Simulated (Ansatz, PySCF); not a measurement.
Scan of F₂Sr, singlet: symmetric bend, bond length relaxed. Scanned: F-Sr-F angle. Other coordinates (Sr-F bond length) were minimised at B3LYP/def2-TZVP.

Methods: RKS-PBE/def2-TZVP = Ansatz (a program for electronic structure) with restricted PBE/def2-TZVP, def2 effective core potentials past Kr; wB97X-V/def2-TZVP, def2 effective core potentials past Kr (PySCF); CCSD(T) on RHF/def2-TZVP, 2 core orbitals frozen, def2 effective core potentials past Kr (PySCF).

Energies relative to the lowest point of each profile, in kJ/mol; the last columns give the difference from CCSD(T):

| a / ° | RKS-PBE/def2-TZVP | wB97X-V | CCSD(T) | RKS-PBE/def2-TZVP − CCSD(T) | wB97X-V − CCSD(T) |
|---|---|---|---|---|---|
| 180 | 15.60 | 8.74 | 7.22 | 8.38 | 1.52 |
| 170 | 14.27 | 7.70 | 6.18 | 8.08 | 1.52 |
| 160 | 10.77 | 5.14 | 3.78 | 7.00 | 1.36 |
| 150 | 6.36 | 2.26 | 1.31 | 5.05 | 0.95 |
| 140 | 2.37 | 0.22 | 0.00 | 2.37 | 0.22 |
| 130 | 0.00 | 0.00 | 0.77 | -0.77 | -0.77 |
| 120 | 0.28 | 2.42 | 4.27 | -3.98 | -1.84 |
| 110 | 4.26 | 8.57 | 11.29 | -7.03 | -2.73 |
| 100 | 13.12 | 19.61 | 23.37 | -10.25 | -3.76 |
| 90 | 28.52 | 37.35 | 42.52 | -14.00 | -5.16 |
| 80 | 53.51 | 65.15 | 71.54 | -18.02 | -6.38 |

RKS-PBE/def2-TZVP is furthest from CCSD(T) at 80 (-18.02 kJ/mol, below); its mean absolute difference over the points is 7.72 kJ/mol.

wB97X-V is furthest from CCSD(T) at 80 (-6.38 kJ/mol, below); its mean absolute difference over the points is 2.38 kJ/mol.
